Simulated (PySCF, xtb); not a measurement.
difluoro(silyloxy)silane (F2H4OSi2), SMILES F[SiH](O[SiH3])F.

GFN2-xTB in xtb at its own geometry gives an orbital gap of 6.16 eV and a dipole moment of 2.15 D.

Coordinates come from a B3LYP-D3(BJ)/def2-SVP optimisation. A frequency run showed that this geometry is not a minimum. Other conformers were not sampled.

Q: What does PBE/def2-TZVP in PySCF give? (Estimate from the structure and the level; the computed values follow.)

A: gap 6.97 eV (levels -8.01 and -1.04 eV), dipole 1.53 D.
